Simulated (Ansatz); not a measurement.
`O[Si@@H](Cl)N[Si@@H](O)Cl` + `O[Si](O)(F)F` → `O[SiH](Cl)O[Si](O)(F)F` + `N[SiH](O)Cl`  (ligand exchange at the Si–N bond)

Isolated molecules relaxed with PBE0-D4/def2-TZVP in Ansatz; ΔE leaves out vibrations. CCSD(T)/CBS is the MP2 limit (def2-TZVPP, def2-QZVPP) plus CCSD(T) − MP2 in def2-TZVPP, frozen cores. DFT in def2-TZVPP. B3LYP here is the variant with VWN-RPA as its local correlation; programs differ in this. One conformer a species, not always the lowest.

`O[Si@@H](Cl)N[Si@@H](O)Cl`:

Z-matrix (Å, degrees):
```
Si
Cl 1 2.054
N 1 1.715 2 107.1
O 1 1.628 2 113.2 3 120.2
H 1 1.471 2 107.0 3 -123.6
Si 3 1.703 1 126.8 2 138.2
H 3 1.012 1 117.2 2 -29.0
H 4 0.961 1 118.3 2 -65.2
O 6 1.630 3 105.8 1 174.5
Cl 6 2.074 3 112.0 1 -67.1
H 6 1.473 3 111.8 1 49.8
H 9 0.958 6 118.3 3 157.3
```

`O[Si](O)(F)F`:

Cartesian coordinates in Å:
```
O 1.176 0.668 -0.680
Si -0.061 0.059 0.150
O -0.622 -1.200 -0.681
F 0.360 -0.394 1.607
F -1.166 1.169 0.374
H 1.407 1.589 -0.556
H -1.094 -1.890 -0.213
```

`O[SiH](Cl)O[Si](O)(F)F`:

Z-matrix (Å, degrees):
```
Si
Cl 1 2.045
O 1 1.638 2 107.0
O 1 1.621 2 111.3 3 121.3
H 1 1.465 2 109.4 3 -118.7
Si 3 1.601 1 137.8 2 82.9
H 4 0.962 1 117.4 2 -72.6
F 6 1.575 3 111.3 1 -111.5
O 6 1.622 3 107.5 1 10.0
F 6 1.574 3 110.0 1 131.4
H 9 0.958 6 119.8 3 -173.0
```

`N[SiH](O)Cl`:

```xyz
8

N    -0.055   -0.616    1.036
Si    0.297    0.068   -0.480
O    -1.062    0.574   -1.227
Cl    1.589    1.613   -0.059
H     0.594   -0.534    1.800
H    -0.648   -1.426    1.122
H     0.948   -0.796   -1.481
H    -1.663    1.116   -0.711
```

| level | ΔE (kJ/mol) |
| --- | --- |
| B3LYP | -59.3 |
| SCS-MP2/def2-TZVPP | -56.7 |
| HF/def2-QZVPP | -69.0 |
| SCS-MP2/def2-QZVPP | -57.2 |

(1) What does CCSD(T)/CBS give? (An estimate is asked.)

Largest T1 diagnostic among the species: 0.011.

Results:

(1) The calculation gave: -55.8 kJ/mol. The listed levels differ from it by -3.5, -0.9, -13.2, -1.4 kJ/mol.

In def2-TZVPP, CCSD(T) changes the Hartree–Fock value by +11.6 kJ/mol (the triples alone add +2.0 kJ/mol) and MP2 by +13.5 kJ/mol.
